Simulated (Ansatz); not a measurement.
Frontier orbitals of C₂H₇FSi₂ (`FC1C[SiH2][SiH2]1`).

```xyz
12

F     0.009   -1.961   -0.652
C    -0.583   -1.013    0.192
C     0.527   -0.333    1.005
Si    1.112    0.948   -0.286
Si   -1.091    0.494   -0.905
H    -1.324   -1.542    0.797
H     1.243   -1.046    1.420
H     0.070    0.209    1.842
H     2.165    0.437   -1.202
H     1.536    2.271    0.247
H    -1.591    0.183   -2.269
H    -2.075    1.354   -0.189
```

The species carries charge 0 and has multiplicity 1. All single points use the PBE0-D4/def2-TZVP geometry. Basis def2-TZVPP, Ansatz 0.2.0.

| functional | HOMO (eV) | LUMO (eV) |
| --- | --- | --- |
| revPBE | -6.44 | -0.89 |

Give HOMO and LUMO (eV) with LDA (SPW92), PBE, BLYP, r2SCAN, B97M-V, PBE0, B3LYP, r2SCANh, r2SCAN0, HSE06 (plane-wave form), BHLYP, CAM-B3LYP, LC-ωPBE, ωB97X-V, ωB97M-V, HF. (Best estimate.)

The calculation gave: 
```csv
functional,HOMO,LUMO
LDA (SPW92),-6.60,-1.19
PBE,-6.49,-0.98
BLYP,-6.37,-0.83
r2SCAN,-6.74,-0.67
B97M-V,-6.85,-0.88
PBE0,-7.67,-0.15
B3LYP,-7.48,-0.35
r2SCANh,-7.19,-0.37
r2SCAN0,-7.83,0.05
HSE06 (plane-wave form),-7.28,-0.52
BHLYP,-8.70,0.70
CAM-B3LYP,-8.96,0.82
LC-ωPBE,-10.26,1.93
ωB97X-V,-9.94,1.81
ωB97M-V,-9.72,1.46
HF,-10.25,2.78
```

B3LYP here is the variant with VWN-RPA as its local correlation; programs differ in this. LC-ωPBE has ω = 0.4 bohr⁻¹. Positive LUMOs are unbound and depend on the basis.
